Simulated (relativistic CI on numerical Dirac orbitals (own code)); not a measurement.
Electric-dipole lines of Eu⁵⁶⁺

These numbers are calculated, not measured: Dirac-Coulomb-Breit CI, KLI orbitals optimised for each configuration, model QED, unscaled Slater integrals (own radial code, finite nucleus).

Configurations in the expansion (outside the closed core 1s2): 2s2 2p3, 2s 2p4, 2p5, 2p4 3s, 2p4 3p, 2p4 3d, 2s2 2p2 3s, 2s2 2p2 3p, 2s2 2p2 3d, 2s 2p3 3s, 2s 2p3 3p, 2s 2p3 3d, 2s2 2p2 4s, 2s2 2p2 4p, 2s2 2p2 4d, 2s2 2p2 4f. Levels of other configurations are missing.

| λ vac (Å) | Lower | Upper | A (s⁻¹) | gf | Branching (%) |
| --- | --- | --- | --- | --- | --- |
| 1.6723 | 2s2 2p3 4S°_3/2 [2] | 2s2 2p2 3d 2D_3/2 [109] | 5.56e+14 | 9.33e-01 | 70.7 |
| 1.6744 | 2s2 2p3 2D°_5/2 [3] | 2s2 2p2 3d 2F_7/2 [111] | 6.51e+14 | 2.19e+00 | 100.0 |
| 1.6760 | 2s2 2p3 2D°_5/2 [3] | 2s2 2p2 3d 4D_5/2 [110] | 4.47e+14 | 1.13e+00 | 59.2 |
| 1.6765 | 2s2 2p3 2P°_3/2 [1] | 2s2 2p2 3d 2D_5/2 [48] | 7.56e+14 | 1.91e+00 | 98.8 |
| 1.6777 | 2s2 2p3 2P°_3/2 [1] | 2s2 2p2 3d 2D_3/2 [47] | 6.53e+14 | 1.10e+00 | 90.9 |
| 1.6809 | 2s 2p4 4P_5/2 [5] | 2s 2p3 3d 4P°_3/2 [153] | 1.12e+15 | 1.89e+00 | 91.6 |
| 1.6814 | 2s 2p4 2P_3/2 [7] | 2s 2p3 3d 2F°_5/2 [176] | 5.95e+14 | 1.51e+00 | 98.7 |
| 1.6816 | 2s 2p4 4P_5/2 [5] | 2s 2p3 3d 4F°_7/2 [152] | 6.64e+14 | 2.25e+00 | 99.3 |
| 1.6816 | 2s 2p4 4P_5/2 [5] | 2s 2p3 3d 4P°_5/2 [151] | 8.97e+14 | 2.28e+00 | 97.0 |
| 1.6917 | 2s2 2p3 2D°_5/2 [3] | 2s 2p3 3p 2F_7/2 [101] | 2.94e+14 | 1.01e+00 | 99.6 |
| 1.6933 | 2s2 2p3 2P°_3/2 [1] | 2s 2p3 3p 2D_5/2 [39] | 3.45e+14 | 8.89e-01 | 99.7 |
| 1.8231 | 2s2 2p3 2P°_3/2 [8] | 2s2 2p2 3d 2D_5/2 [127] | 7.16e+14 | 2.14e+00 | 99.1 |
| 1.8261 | 2s2 2p3 4S°_3/2 [2] | 2s2 2p2 3d 2D_5/2 [55] | 6.78e+14 | 2.03e+00 | 61.7 |
| 1.8279 | 2s 2p4 2D_5/2 [10] | 2s 2p3 3d 2F°_7/2 [185] | 8.52e+14 | 3.42e+00 | 99.4 |
| 1.8297 | 2s2 2p3 2P°_3/2 [8] | 2s2 2p2 3d 2D_3/2 [123] | 1.06e+15 | 2.13e+00 | 89.2 |
| 1.8300 | 2s2 2p3 2D°_5/2 [3] | 2s2 2p2 3d 2F_7/2 [56] | 1.19e+15 | 4.79e+00 | 100.0 |
| 1.8301 | 2s2 2p3 4S°_3/2 [2] | 2s2 2p2 3d 2F_5/2 [54] | 5.54e+14 | 1.67e+00 | 70.0 |
| 1.8307 | 2s2 2p3 4S°_3/2 [2] | 2s2 2p2 3d 2P_3/2 [52] | 5.06e+14 | 1.02e+00 | 79.3 |
| 1.8309 | 2s2 2p3 2P°_3/2 [8] | 2s2 2p2 3d 2D_5/2 [122] | 8.27e+14 | 2.49e+00 | 96.8 |
| 1.8321 | 2s2 2p3 2D°_5/2 [3] | 2s2 2p2 3d 2D_5/2 [55] | 4.06e+14 | 1.23e+00 | 36.9 |
| 1.8346 | 2s2 2p3 2P°_3/2 [1] | 2s2 2p2 3d 2D_5/2 [20] | 7.24e+14 | 2.19e+00 | 100.0 |
| 1.8363 | 2s 2p4 2P_1/2 [11] | 2s 2p3 3d 2P°_3/2 [190] | 9.71e+14 | 1.96e+00 | 67.0 |
| 1.8374 | 2s 2p4 4P_5/2 [5] | 2s 2p3 3d 4D°_7/2 [73] | 1.03e+15 | 4.18e+00 | 99.8 |
| 1.8383 | 2s 2p4 2D_3/2 [12] | 2s 2p3 3d 2D°_5/2 [191] | 1.30e+15 | 3.95e+00 | 97.0 |
| 1.8396 | 2s 2p4 4P_5/2 [5] | 2s 2p3 3d 4D°_5/2 [72] | 4.89e+14 | 1.49e+00 | 87.9 |
| 1.8399 | 2s2 2p3 2P°_1/2 [4] | 2s2 2p2 3d 2D_3/2 [57] | 7.03e+14 | 1.43e+00 | 87.5 |
| 1.8405 | 2s 2p4 2D_5/2 [10] | 2s 2p3 3d 2D°_5/2 [174] | 6.56e+14 | 2.00e+00 | 87.8 |
| 1.8422 | 2s 2p4 2P_3/2 [7] | 2s 2p3 3d 2D°_5/2 [81] | 1.06e+15 | 3.22e+00 | 99.2 |
| 1.8427 | 2s 2p4 2D_5/2 [10] | 2s 2p3 3d 2F°_7/2 [172] | 3.47e+14 | 1.41e+00 | 98.0 |
| 1.8446 | 2s 2p4 4P_3/2 [9] | 2s 2p3 3d 4D°_5/2 [158] | 6.64e+14 | 2.03e+00 | 81.3 |

Terms are leading LS components. Brackets give the number of a level in order of energy, since labels repeat. The list gives strong lines, with weight on those to low levels, without lines whose two gauges differ by over a factor of 2.5, among the lowest 200 of 359 levels, so that lines to higher ones, which can be the strongest, are missing. Levels whose partners in the same complex of configurations lie outside the list can be far off, and so can their lines. Rates are taken at the computed energies, electric ones in the length gauge.

At this charge energies of transitions that change n are usually good to better than 1 %, and those within a shell (Δn = 0) to a few per cent.

LS names give the leading component of a level, which can be under half, so a name can repeat, a term be missing and a line seem to break the LS rules.
